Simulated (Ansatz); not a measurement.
H4B (SMILES [BH4-]), charge -1, singlet, at a GFN2-xTB geometry (a gas-phase anion, which may not be bound at this level); CCSD(T)/def2-SVP (Ansatz, a program for electronic structure).

Here is a job for Ansatz.
Ansatz 0.2 input:
```yaml
crystal:
  periodic: [false, false, false]
  atoms:
    - {symbol: B, position_ang: [0.00000000, 0.00000000, 0.00000000]}
    - {symbol: H, position_ang: [-0.78935573, -0.82329958, -0.45703408]}
    - {symbol: H, position_ang: [0.16226976, -0.21027872, 1.19968171]}
    - {symbol: H, position_ang: [-0.45033333, 1.13195784, -0.16017538]}
    - {symbol: H, position_ang: [1.07741931, -0.09837954, -0.58247225]}
basis:
  gaussian:
    orbitals: def2-SVP
total_charge: -1
magnetization: {spin_polarized: false}
correlation: {method: ccsd_t}
```

Task: Predict the main parts of the log of this Ansatz run.

Result: 
```
Functional definition: HF
352 factors; integrals over basis functions are off by at most 1.0e-3 eV
mean field evaluation 1: about -732.9133 eV, gradient 1.1e1 eV
mean field evaluation 2: about -732.9139 eV, gradient 1.1e1 eV
mean field evaluation 4: about -733.4497 eV, gradient 5.0e-1 eV
mean field evaluation 8: about -733.4509 eV, gradient 1.4e-6 eV
mean field -733.45085558 eV, -26.9538217916 hartree, gradient 1.6e-6 eV, S^2 0.000000; 0 other end points of the search recorded, 0 dependent functions left out
1 core orbitals not correlated
reference -733.45085558 eV, -26.9538217916 hartree; 4, 4 occupied and 29, 29 virtual orbitals, 352 factors
second order -3.62696730 eV of doubles, -0.00000000 eV of singles
cycle   1  -4.18445504 eV  change   -5.6e-1 eV  update   4.9e-2
cycle   2  -4.35398926 eV  change   -1.7e-1 eV  update   1.4e-2
cycle   3  -4.36236848 eV  change   -8.4e-3 eV  update   3.1e-3
cycle   4  -4.36161378 eV  change    7.5e-4 eV  update   8.1e-4
cycle   5  -4.36144786 eV  change    1.7e-4 eV  update   2.0e-4
cycle   6  -4.36146708 eV  change   -1.9e-5 eV  update   3.6e-5
cycle   7  -4.36146907 eV  change   -2.0e-6 eV  update   6.2e-6
perturbative correction -0.08148414 eV, -0.0029944869 hartree
Total energy: -737.89380878 eV, -27.1170973104 hartree
```
